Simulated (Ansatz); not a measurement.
Species: C3H6Si, SMILES `[SiH3]C1=CC1` (charge 0, multiplicity 1).

### Question
Give a relaxed geometry from PBE-D3(BJ)/def2-TZVP (Ansatz, a first-principles code).

### Answer
the end point of this relaxation (outside a Z-matrix the atoms follow the SMILES, hydrogens last).
Z-matrix (Å, degrees):
```
C
C 1 1.3079
H 2 1.0849 1 147.65
C 2 1.4890 3 146.00 1 179.99
H 4 1.0969 2 119.86 3 75.34
H 4 1.0969 5 114.07 2 152.26
Si 1 1.8390 2 152.79 3 0.00
H 7 1.4943 1 110.79 2 -0.01
H 7 1.4954 8 109.54 1 120.62
H 7 1.4954 8 109.54 9 118.76
```
